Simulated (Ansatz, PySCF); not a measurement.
Species: CH$_{5}$B, charge 0, multiplicity 1. 
Structure (B3LYP-D3(BJ)/def2-TZVP (Ansatz, a quantum-chemistry and plane-wave program) minimum search):
```xyz
7

B      0.8690    -0.0191     0.0480
C     -0.6804     0.0301    -0.0086
H      1.4362    -0.9603     0.5159
H      1.5284     0.8539    -0.4310
H     -1.1090     1.0318    -0.0666
H     -0.9283    -0.4579    -0.9677
H     -1.1895    -0.5528     0.7605
```
Charge 0, spin multiplicity 1.

Dipole moments at this geometry, in debye (magnitudes).

| level | program | dipole (D) |
|---|---|---|
| SVWN5/def2-TZVPD | PySCF | 0.80 |
| PBE/def2-TZVPD | Ansatz | 0.75 |
| BLYP/def2-TZVPD | Ansatz | 0.71 |
| revPBE/def2-TZVPD | Ansatz | 0.74 |
| M06-L/def2-TZVPD | PySCF | 0.75 |
| B3LYP/def2-TZVPD | Ansatz | 0.66 |
| TPSSh/def2-TZVPD | PySCF | 0.67 |
| r2SCANh/def2-TZVPD | Ansatz | 0.70 |
| PW6B95/def2-TZVPD | PySCF | 0.68 |
| MN15/def2-TZVPD | PySCF | 0.72 |
| HSE06/def2-TZVPD | Ansatz | 0.69 |
| LC-wPBE/def2-TZVPD | Ansatz | 0.66 |
| wB97X-V/def2-TZVPD | Ansatz | 0.65 |
| CCSD(T)/aug-cc-pVDZ | Ansatz | 0.60 |
